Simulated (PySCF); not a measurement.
H$_{18}$N$_{6}$Ru, charge +2, singlet, geometry from GFN2-xTB (such geometries of metal compounds can be far from the true shape) (all electrons, no relativity); TPSS/3-21G in PySCF.

Input for PySCF:
```python
from pyscf import gto, scf, dft

mol = gto.M(
    atom='''
Ru    0.004629   -0.000588    0.003359
N     0.990433   -1.375791    1.391188
H     0.651671   -1.303860    2.352151
H     1.996374   -1.201502    1.438267
H     0.885918   -2.357600    1.128773
N    -1.159378   -1.662597   -0.816006
H    -1.528546   -2.261809   -0.074994
H    -0.616203   -2.273396   -1.428810
H    -1.970203   -1.365685   -1.361673
N    -1.603541    0.363941    1.442147
H    -1.650548   -0.329842    2.190325
H    -2.520188    0.346762    0.990616
H    -1.533581    1.272126    1.904695
N     1.574531   -0.370189   -1.475384
H     1.183051   -0.516945   -2.407932
H     2.134857   -1.199473   -1.270466
H     2.237754    0.400662   -1.571697
N     1.156154    1.643188    0.875449
H     1.149351    1.604030    1.896652
H     0.795386    2.565750    0.625703
H     2.141097    1.643733    0.604890
N    -0.931090    1.397837   -1.395512
H    -1.406641    0.941540   -2.175899
H    -0.240682    2.021595   -1.818269
H    -1.627390    2.003087   -0.956742
''',
    basis='3-21g',
    charge=2,
    spin=0,
    verbose=4,
)

mf = dft.RKS(mol)
mf.xc = 'tpss'
mf.kernel()
```

The log (banner, timings and long lists left out):

```
PySCF version 2.14.0

[INPUT] verbose = 4
[INPUT] num. atoms = 25
[INPUT] num. electrons = 102
[INPUT] charge = 2
[INPUT] spin (= nelec alpha-beta = 2S) = 0
[INPUT] symmetry False subgroup None
[INPUT] Mole.unit = angstrom
[INPUT] Symbol           X                Y                Z      unit          X                Y                Z       unit  Magmom
[INPUT]  1 Ru     0.004629000000  -0.000588000000   0.003359000000 AA    0.008747542231  -0.001111158961   0.006347590052 Bohr   0.0
[INPUT]  2 N      0.990433000000  -1.375791000000   1.391188000000 AA    1.871647114731  -2.599868194641   2.628964307781 Bohr   0.0
[INPUT]  3 H      0.651671000000  -1.303860000000   2.352151000000 AA    1.231479713321  -2.463938304775   4.444921193622 Bohr   0.0
[INPUT]  4 H      1.996374000000  -1.201502000000   1.438267000000 AA    3.772600102202  -2.270509718117   2.717930724000 Bohr   0.0
[INPUT]  5 H      0.885918000000  -2.357600000000   1.128773000000 AA    1.674142388822  -4.455218311275   2.133071826804 Bohr   0.0
[INPUT]  6 N     -1.159378000000  -1.662597000000  -0.816006000000 AA   -2.190906894846  -3.141852985523  -1.542027856002 Bohr   0.0
[INPUT]  7 H     -1.528546000000  -2.261809000000  -0.074994000000 AA   -2.888533308799  -4.274199556076  -0.141718120986 Bohr   0.0
[INPUT]  8 H     -0.616203000000  -2.273396000000  -1.428810000000 AA   -1.164454907135  -4.296095812682  -2.700059584040 Bohr   0.0
[INPUT]  9 H     -1.970203000000  -1.365685000000  -1.361673000000 AA   -3.723144079796  -2.580770622427  -2.573189041215 Bohr   0.0
[INPUT] 10 N     -1.603541000000   0.363941000000   1.442147000000 AA   -3.030253319511   0.687748815500   2.725262861363 Bohr   0.0
[INPUT] 11 H     -1.650548000000  -0.329842000000   2.190325000000 AA   -3.119083675449  -0.623311044379   4.139114373788 Bohr   0.0
[INPUT] 12 H     -2.520188000000   0.346762000000   0.990616000000 AA   -4.762465102415   0.655285210406   1.871992934612 Bohr   0.0
[INPUT] 13 H     -1.533581000000   1.272126000000   1.904695000000 AA   -2.898048079837   2.403969735938   3.599351900828 Bohr   0.0
[INPUT] 14 N      1.574531000000  -0.370189000000  -1.475384000000 AA    2.975432364638  -0.699555824327  -2.788071688565 Bohr   0.0
[INPUT] 15 H      1.183051000000  -0.516945000000  -2.407932000000 AA    2.235642381393  -0.976884471463  -4.550332006576 Bohr   0.0
[INPUT] 16 H      2.134857000000  -1.199473000000  -1.270466000000 AA    4.034295045111  -2.266675463810  -2.400832790572 Bohr   0.0
[INPUT] 17 H      2.237754000000   0.400662000000  -1.571697000000 AA    4.228742194150   0.757141448520  -2.970076880801 Bohr   0.0
[INPUT] 18 N      1.156154000000   1.643188000000   0.875449000000 AA    2.184814417820   3.105175291172   1.654358846024 Bohr   0.0
[INPUT] 19 H      1.149351000000   1.604030000000   1.896652000000 AA    2.171958610995   3.031177395586   3.584152833609 Bohr   0.0
[INPUT] 20 H      0.795386000000   2.565750000000   0.625703000000 AA    1.503061703313   4.848564804103   1.182407305319 Bohr   0.0
[INPUT] 21 H      2.141097000000   1.643733000000   0.604890000000 AA    4.046086936128   3.106205191910   1.143076435488 Bohr   0.0
[INPUT] 22 N     -0.931090000000   1.397837000000  -1.395512000000 AA   -1.759505097321   2.641529096784  -2.637135483544 Bohr   0.0
[INPUT] 23 H     -1.406641000000   0.941540000000  -2.175899000000 AA   -2.658166245584   1.779252735323  -4.111853184715 Bohr   0.0
[INPUT] 24 H     -0.240682000000   2.021595000000  -1.818269000000 AA   -0.454823063113   3.820260884790  -3.436030430787 Bohr   0.0
[INPUT] 25 H     -1.627390000000   2.003087000000  -0.956742000000 AA   -3.075321397856   3.785285833677  -1.807980351869 Bohr   0.0

nuclear repulsion = 898.031214993078
number of shells = 80
number of NR pGTOs = 225
number of NR cGTOs = 126
basis = 3-21g
ecp = {}

******** <class 'pyscf.dft.rks.RKS'> ********
method = RKS
initial guess = minao
damping factor = 0
level_shift factor = 0
DIIS = <class 'pyscf.scf.diis.CDIIS'>
diis_start_cycle = 1
diis_space = 8
diis_damp = 0
SCF conv_tol = 1e-09
SCF conv_tol_grad = None
SCF max_cycles = 50
direct_scf = True
direct_scf_tol = 1e-13
XC library pyscf.dft.libxc version 7.1.2
    S. Lehtola, C. Steigemann, M. J. T. Oliveira, and M. A. L. Marques,  SoftwareX 7, 1–5 (2018)
XC functionals = tpss
    J. Tao, J. P. Perdew, V. N. Staroverov, and G. E. Scuseria,  Phys. Rev. Lett. 91, 146401 (2003)
    J. P. Perdew, J. Tao, V. N. Staroverov, and G. E. Scuseria,  J. Chem. Phys. 120, 6898 (2004)
    J. Tao, J. P. Perdew, V. N. Staroverov, and G. E. Scuseria,  Phys. Rev. Lett. 91, 146401 (2003)
    J. P. Perdew, J. Tao, V. N. Staroverov, and G. E. Scuseria,  J. Chem. Phys. 120, 6898 (2004)
radial grids:
    Treutler-Ahlrichs [JCP 102, 346 (1995); DOI:10.1063/1.469408] (M4) radial grids

becke partition: Becke, JCP 88, 2547 (1988); DOI:10.1063/1.454033
pruning grids: <function nwchem_prune>
grids dens level: 3
symmetrized grids: False
atomic radii adjust function: <function treutler_atomic_radii_adjust>
small_rho_cutoff = 0
Set gradient conv threshold to 3.16228e-05
Initial guess from minao.
tot grids = 282136
init E= -4752.87331558542

WARN: HOMO -0.0373191991316757 == LUMO -0.0372070645120898

cycle= 1 E= -4752.10255670184  delta_E= 0.771  |g|= 2.93  |ddm|= 10.2
  HOMO = -1.02876335162797  LUMO = -1.02735162572492  gap/eV = 0.03842
cycle= 2 E= -4738.64932435177  delta_E= 13.5  |g|= 8.07  |ddm|= 14.7
  HOMO = -0.913933157017109  LUMO = -0.896654443965494  gap/eV = 0.47018
cycle= 3 E= -4751.2766726279  delta_E= -12.6  |g|=    5  |ddm|= 7.08
  HOMO = -0.836970046825804  LUMO = -0.773012807269349  gap/eV = 1.74037
cycle= 4 E= -4753.56121296791  delta_E= -2.28  |g|=  4.4  |ddm|=  2.9
  HOMO = -0.813644565349089  LUMO = -0.736398007103234  gap/eV = 2.10199
cycle= 5 E= -4754.20536438594  delta_E= -0.644  |g|= 4.22  |ddm|= 2.57

WARN: HOMO -0.729542125746235 == LUMO -0.728670810067057

cycle= 6 E= -4755.19616316418  delta_E= -0.991  |g|= 3.91  |ddm|= 2.28
  HOMO = -0.768517109272315  LUMO = -0.698029970338304  gap/eV = 1.91805
cycle= 7 E= -4756.02529838112  delta_E= -0.829  |g|= 3.67  |ddm|= 1.69
  HOMO = -0.790641409245906  LUMO = -0.717592274411961  gap/eV = 1.98777
cycle= 8 E= -4755.05446960751  delta_E= 0.971  |g|= 3.99  |ddm|= 1.32
  HOMO = -0.785526813593438  LUMO = -0.721625720517424  gap/eV = 1.73884
cycle= 9 E= -4755.4589059283  delta_E= -0.404  |g|= 3.87  |ddm|= 0.808
  HOMO = -0.243571282349287  LUMO = -0.235699778332719  gap/eV = 0.21419
cycle= 10 E= -4749.49209046151  delta_E= 5.97  |g|= 3.93  |ddm|= 10.9
  HOMO = -0.69944657984073  LUMO = -0.589356602867146  gap/eV = 2.99570
cycle= 11 E= -4758.17933623864  delta_E= -8.69  |g|= 2.62  |ddm|= 10.5
  HOMO = -0.600776667083474  LUMO = -0.456810504550751  gap/eV = 3.91752
cycle= 12 E= -4759.08078348831  delta_E= -0.901  |g|= 1.91  |ddm|= 1.06
  HOMO = -0.624345321642311  LUMO = -0.516082380433766  gap/eV = 2.94598
cycle= 13 E= -4758.44700124907  delta_E= 0.634  |g|= 2.47  |ddm|= 1.54
  HOMO = -0.591719603547099  LUMO = -0.452452962272438  gap/eV = 3.78964
cycle= 14 E= -4759.59826670612  delta_E= -1.15  |g|= 1.12  |ddm|=  1.4
  HOMO = -0.40134065919429  LUMO = -0.30180084899547  gap/eV = 2.70862
cycle= 15 E= -4759.90354895555  delta_E= -0.305  |g|= 0.363  |ddm|= 1.04
  HOMO = -0.376743098541177  LUMO = -0.29750847987289  gap/eV = 2.15608
cycle= 16 E= -4759.9316155686  delta_E= -0.0281  |g|= 0.101  |ddm|= 0.352
  HOMO = -0.379932750926017  LUMO = -0.297448276942239  gap/eV = 2.24452
cycle= 17 E= -4759.93308576628  delta_E= -0.00147  |g|= 0.0549  |ddm|= 0.103
  HOMO = -0.375650802989975  LUMO = -0.29648435501459  gap/eV = 2.15423
cycle= 18 E= -4759.93372307507  delta_E= -0.000637  |g|= 0.00779  |ddm|= 0.0471
  HOMO = -0.375633138552572  LUMO = -0.296514280384363  gap/eV = 2.15293
cycle= 19 E= -4759.93373527147  delta_E= -1.22e-05  |g|= 0.00221  |ddm|= 0.00861
  HOMO = -0.375657886924543  LUMO = -0.296525647550053  gap/eV = 2.15330
cycle= 20 E= -4759.93373609956  delta_E= -8.28e-07  |g|= 0.000976  |ddm|= 0.0023
  HOMO = -0.375627329001632  LUMO = -0.296516517497363  gap/eV = 2.15271
cycle= 21 E= -4759.933736312  delta_E= -2.12e-07  |g|= 0.000171  |ddm|= 0.000943
  HOMO = -0.375639206719948  LUMO = -0.296518729382288  gap/eV = 2.15298
cycle= 22 E= -4759.93373631849  delta_E= -6.49e-09  |g|= 3.66e-05  |ddm|= 0.000182
  HOMO = -0.375638679293139  LUMO = -0.296518618614254  gap/eV = 2.15297
cycle= 23 E= -4759.93373631878  delta_E= -2.98e-10  |g|= 1.04e-05  |ddm|= 3.88e-05
  HOMO = -0.375640883963513  LUMO = -0.296519004471397  gap/eV = 2.15302
Extra cycle  E= -4759.93373631871  delta_E= 7.64e-11  |g|= 1.78e-05  |ddm|= 2.46e-05
converged SCF energy = -4759.93373631871
```
